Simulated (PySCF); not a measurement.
A PySCF script (with the pyscf-properties extension) for the NMR shieldings of `B([Si@@H](CC)S[SiH3])(C)C`, C4H15BSSi2, on a GFN2-xTB geometry:

```python
import basis_set_exchange as bse
import numpy as np
from pyscf import gto, dft
from pyscf.prop import nmr

atoms = """
C    -1.512482   -2.348664   -0.082666
C    -1.648591   -0.840573   -0.250255
Si   -0.099285   -0.074130   -1.069436
S    -0.528257    2.052844   -1.471634
Si   -1.703802    2.775256    0.149450
B     1.551840   -0.117750    0.003893
C     2.944433   -0.279283   -0.708819
C     1.482021    0.110718    1.562422
H    -0.641983   -2.592901    0.522786
H    -2.392515   -2.770956    0.399846
H    -1.391597   -2.827588   -1.051067
H    -1.815745   -0.385902    0.729177
H    -2.538144   -0.627709   -0.845148
H    -0.078417   -0.555984   -2.460723
H    -1.031034    2.468223    1.410384
H    -1.772016    4.207019   -0.083201
H    -3.022185    2.152377    0.128374
H     2.948705   -1.074902   -1.452476
H     3.144228    0.635672   -1.269965
H     3.788692   -0.435364   -0.040363
H     2.438238    0.032531    2.075767
H     1.083346    1.105350    1.770660
H     0.789798   -0.581301    2.043071
"""
names = dict.fromkeys(["C", "Si", "S", "B", "H"], "pcSseg-1")
basis = {el: gto.basis.parse(bse.get_basis(n, elements=[el], fmt="nwchem")) for el, n in names.items()}
mol = gto.M(atom=atoms, basis=basis, charge=0, verbose=0)
mf = dft.RKS(mol, xc="PBE0")
mf.grids.level = 2
mf.grids.alignment = dft.numint.BLKSIZE   # the property module wants whole blocks of grid points
mf.conv_tol = 1e-9
mf.kernel()

calc = nmr.RKS(mf)   # GIAO
C = mf.mo_coeff
Co = C[:, mf.mo_occ > 0]
resp = mf.gen_response(singlet=True, hermi=2)
def vind(x):   # induced exchange potential for any number of trial vectors
    d = np.einsum("pi,xij,qj->xpq", C, 2 * x.reshape(-1, C.shape[1], Co.shape[1]), Co, optimize=True)
    return np.einsum("xpq,pi,qj->xij", resp(d - d.transpose(0, 2, 1)), C, Co, optimize=True).ravel()
mo1, _ = nmr.rhf.solve_mo1(calc, with_cphf=vind)
sigma = calc.kernel(mo1)
for i, s in enumerate(sigma):   # ppm
    print("%2d %-2s %9.2f" % (i, mol.atom_pure_symbol(i), np.trace(s) / 3))
```

**Question.** What does it print?

**Answer.** 
```
 0 C     175.80
 1 C     175.79
 2 Si    377.69
 3 S     840.46
 4 Si    412.13
 5 B      -1.63
 6 C     163.13
 7 C     165.52
 8 H      31.12
 9 H      30.20
10 H      30.73
11 H      30.64
12 H      30.57
13 H      26.91
14 H      27.10
15 H      27.17
16 H      27.09
17 H      30.05
18 H      30.35
19 H      30.15
20 H      30.08
21 H      30.33
22 H      30.28
```

These numbers come from an equivalent density-fitted implementation of the same equations, which agrees with the script to about 0.01 ppm for H and up to a few tenths of a ppm for heavy atoms, so last digits may differ.

Size and cost of the density-fitted run: 232 basis functions, 59 s wall time on 1 thread of an Arm Neoverse V1, shared host; peak memory 1.1 GiB.
